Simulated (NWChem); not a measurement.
System: C2H3BrF2; SMILES FC(F)(Br)C

The following NWChem deck was run.

```
start job
memory heap 200 mb stack 900 mb global 1100 mb
geometry units angstroms
  C     -1.998967    -0.034161     0.495152
  C     -0.572179     0.440129     0.580609
  F     -0.057016     0.273589     1.807811
  F     -0.456128     1.746233     0.298161
  Br     0.597118    -0.535772    -0.680501
  H     -2.046674    -1.092689     0.738685
  H     -2.377163     0.126749    -0.511397
  H     -2.602318     0.530374     1.205363
end
basis spherical
  * library def2-svp
end
dft
  xc pbe0
  iterations 150
end
driver
  maxiter 120
end
task dft optimize
task dft freq
```

This build's default masses of Se (78.918 u) and Br (79.917 u) are each other's, which moves their modes by up to 0.6 %.

The level has its own optimisation; frequencies are unscaled.

What results follow from this input? (PBE0/def2-SVP.) Quantities: r C–C (Å); r C–F (Å); r Br–C (Å); highest harmonic frequency (cm⁻¹); lowest (cm⁻¹); zero-point energy (kcal/mol); dipole (D).

The r C–C (Å) is 1.500, the r C–F (Å) comes out as 1.336 and the r Br–C (Å) comes out as 1.963. The highest harmonic frequency (cm⁻¹) is 3217 and the lowest (cm⁻¹) comes out as 255. The zero-point energy (kcal/mol) is 31.6 and the dipole (D) is 2.12.
